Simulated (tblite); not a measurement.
Compound: C7H7NO.
Numbering: `[CH:1]#[C:2][C:3](/[CH:4]=[CH:5]/[CH:6]=[O:7])=[CH:8]/[NH2:9]` (hydrogens: H10 on C1; H11 on C4; H12 on C5; H13 on C6; H14 on C8; H15, H16 on N9)

The geometry is computed with GFN2-xTB (gas phase).

**Question.** What internal coordinates does the optimisation give?

**Answer.** 
```
          bond  length (pm)
         C1≡C2        120.0
         C2–C3        141.9
         C3–C4        143.0
         C4=C5        135.2
         C5–C6        144.5
         C6=O7        121.5
         C3=C8        136.7
         C8–N9        134.9
        C1–H10        104.9
        C4–H11        108.3
        C5–H12        107.9
        C6–H13        110.9
        C8–H14        108.2
N9–H15, N9–H16        100.3
```

Bonds in one row agree within 1 pm and their mean is given. A selection of angles:
```
    angle  degrees
 C1–C2–C3    179.5
 C2–C3–C4    118.6
 C2–C3–C8    117.8
 C4–C3–C8    123.5
 C3–C4–C5    126.0
 C4–C5–C6    120.6
 C5–C6–O7    125.6
 C3–C8–N9    126.2
H15–N9–C8    121.0
H16–N9–C8    120.3
```

Torsions: C2–C3–C4–C5 0° (synperiplanar); C3–C4–C5–C6 180° (antiperiplanar); C4–C5–C6–O7 0° (synperiplanar); C2–C3–C8–N9 180° (antiperiplanar).

The 9 heavy atoms lie in one plane (0.002 Å rms). Of the pairs four or more bonds apart, H11···H16 is among the closest relative to their van der Waals radii: 2.04 Å, 85 % of the sum of Bondi's values. N9 (enamine nitrogen) is planar (angles 121.0°, 120.3° and 118.5°, sum 359.8°, 0.03 Å off the plane of its three neighbours). The 6 C–C bonds span 1.200 Å (C1≡C2, drawn triple) to 1.445 Å (C5–C6, drawn single), a spread of 0.245 Å.

Point group: Cs (every atom within 0.08 Å of its image). GFN2-xTB frequencies show an imaginary mode (103i cm⁻¹), so the point is no minimum at that level.
